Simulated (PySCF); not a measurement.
Mo(NMe)(S)(F)(NH2) (CH5FMoN2S), SMILES C[N]=[Mo]([NH2])([F])=[S], multiplicity 1.

Geometry optimised at B3LYP-D3(BJ)/def2-SVP. The multiplicity is an assumed one; other spin states were not compared. The def2 effective core potentials stand for the cores of Mo; spin–orbit coupling is left out. One conformer was computed; it need not be the lowest.

These are PySCF with CAM-B3LYP/def2-TZVP values and carry that method's errors.

Isolated molecule, no solvent.

- total energy = -716.98679 hartree
- highest occupied level = -8.46 eV
- lowest empty level = -1.22 eV
- orbital gap = 7.24 eV
- dipole moment = 0.817 e·Å
- quadrupole, principal values (traceless, Buckingham form, about the centre of nuclear charge) = -13.67, 0.48, 13.19 D·Å
- mean static polarisability = 91.0 bohr³ (13.48 Å³)
- polarisability, principal values = 68.9, 93.3, 110.7 bohr³
